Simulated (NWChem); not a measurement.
CH$_{6}$GeMg; SMILES [CH3][Mg][GeH3]

```xyz
9

Mg    -0.4060    -1.1509    -0.0005
C     -0.4860    -3.2410     0.0006
H      0.4483    -3.6835    -0.3693
H     -1.2967    -3.6160    -0.6378
H     -0.6566    -3.6404     1.0089
Ge    -0.3070     1.4484    -0.0018
H     -1.2441     2.1335     1.0394
H      1.1001     2.0430     0.3120
H     -0.7016     2.1129    -1.3562
```
Atoms are numbered in this order, from 1.

Level: B3LYP/6-31G* (spherical d) (NWChem), optimised geometry, unscaled harmonic frequencies. B3LYP is NWChem's, with the RPA form of VWN correlation.

Task: List the harmonic frequencies with IR intensities, and the thermochemistry.

Result: 
| frequency (cm⁻¹) | IR intensity (km/mol) |
|---|---|
| 18 | 0.0 |
| 93 | 17.0 |
| 93 | 17.0 |
| 234 | 2.0 |
| 330 | 0.7 |
| 330 | 0.7 |
| 568 | 47.1 |
| 587 | 60.4 |
| 587 | 60.4 |
| 795 | 243.1 |
| 887 | 32.8 |
| 887 | 32.8 |
| 1204 | 3.8 |
| 1491 | 0.0 |
| 1491 | 0.0 |
| 2038 | 158.2 |
| 2050 | 181.3 |
| 2051 | 181.2 |
| 3023 | 31.4 |
| 3097 | 19.5 |
| 3097 | 19.5 |

The zero-point energy comes out as 35.7 kcal/mol and the thermal correction to the enthalpy at 298.15 K (with zero-point energy) comes out as 40.8 kcal/mol. The heat capacity Cv comes out as 22.2 cal/(mol K) and the entropy at 298.15 K and 1 atm (symmetry number 3) comes out as 83.9 cal/(mol K). The dipole moment is 1.70 D.

Rigid rotor and harmonic oscillator; modes under 100 cm⁻¹ make the entropy uncertain.
